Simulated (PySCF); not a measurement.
CaCl, SMILES [Cl][Ca+], charge +1.

Geometry optimised at PBE0-D3(BJ)/def2-TZVPD. The spin state was assumed, not searched.

Vertical ionisation energy (IE) and electron affinity (EA) in eV. Rows of orbital energies are one-electron estimates. Where ΔSCF, EOM or ADC give a negative EA the extra electron is unbound and the value depends on the basis.

```csv
level,IE,EA
"−ε(HOMO), −ε(LUMO), HF/def2-TZVPD (PySCF)",[?],[?]
"−ε(HOMO), −ε(LUMO), PBE/def2-TZVPD (PySCF)",11.84,7.96
```

Task: Complete the blanks. (An estimate is asked for; the answer gives what the named calculation found.)

Result: 
- −ε(HOMO), −ε(LUMO), HF/def2-TZVPD (PySCF), IE: 15.86
- −ε(HOMO), −ε(LUMO), HF/def2-TZVPD (PySCF), EA: 5.43
